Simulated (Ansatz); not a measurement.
Reaction (SMILES): Cl[Si]Cl (closed-shell singlet) → 2 Cl atom + Si atom
B3LYP-D3(BJ)/def2-TZVP geometries, fixed; electronic energies without zero-point terms.
Largest species:
```xyz
3

Si    -0.0165     0.0173     0.9364
Cl     1.0611     1.2272    -0.3899
Cl    -1.0475    -1.2415    -0.3813
```
Charge 0, spin multiplicity 1.

How fast the atomisation energy converges with the basis for several methods (Ansatz, an electronic-structure program): deviation from each method's own reference, in kcal/mol. References: B3LYP 200.37 kcal/mol, the value in aug-cc-pV(5+d)Z; CCSD(T) 208.88 kcal/mol, Hartree-Fock in aug-cc-pV(Q+d)Z plus the correlation part extrapolated as X^-3 from aug-cc-pV(T+d)Z and aug-cc-pV(Q+d)Z; HF 145.28 kcal/mol, the value in aug-cc-pV(5+d)Z; MP2 218.51 kcal/mol, Hartree-Fock in aug-cc-pV(5+d)Z plus the correlation part extrapolated as X^-3 from aug-cc-pV(Q+d)Z and aug-cc-pV(5+d)Z; PBE 211.79 kcal/mol, the value in aug-cc-pV(5+d)Z; r2SCAN 208.74 kcal/mol, the value in aug-cc-pV(5+d)Z. Cartesian d functions, on some or all atoms, in 6-311+G**; all else is spherical. In correlated methods cores are frozen. A restricted Hartree-Fock determinant is unstable towards unrestricted orbitals. Open shells are unrestricted. No added dispersion term, no relativity. 

| basis | functions | B3LYP | CCSD(T) | HF | MP2 | PBE | r2SCAN |
|---|---|---|---|---|---|---|---|
| 3-21G | 39 | -40.37 | -74.70 | -49.62 | (withheld) | -37.07 | -38.55 |
| 6-31G | 39 | -45.90 | -78.95 | -54.28 | (withheld) | -42.89 | -44.53 |
| pcseg-0 | 39 | -45.85 | -79.43 | -53.22 | (withheld) | -42.50 | -45.34 |
| 6-311+G** | 93 | -9.94 | -27.85 | -9.93 | (withheld) | -9.47 | -8.81 |
| jun-cc-pV(T+d)Z | 144 | -0.47 | -10.87 | -0.35 | (withheld) | -0.33 | -0.41 |
| def2-TZVPPD | 150 | -0.15 | -10.87 | -0.38 | (withheld) | 0.03 | -0.34 |
| aug-pcseg-2 | 150 | -0.57 | -7.49 | -0.02 | (withheld) | -0.66 | -0.19 |
| aug-pcseg-3 | 267 | -0.04 | -4.63 | 0.12 | (withheld) | -0.11 | -0.02 |

**Question.** Some entries are withheld; supply them.

**Answer.** 
- 3-21G, MP2: -86.37
- 6-31G, MP2: -90.80
- pcseg-0, MP2: -91.73
- 6-311+G**, MP2: -32.83
- jun-cc-pV(T+d)Z, MP2: -10.64
- def2-TZVPPD, MP2: -10.62
- aug-pcseg-2, MP2: -8.31
- aug-pcseg-3, MP2: -4.80

Mean absolute deviation over 6-311+G**, jun-cc-pV(T+d)Z, def2-TZVPPD, aug-pcseg-2: r2SCAN 2.44, PBE 2.62, HF 2.67, B3LYP 2.78, CCSD(T) 14.27, MP2 15.60 kcal/mol.
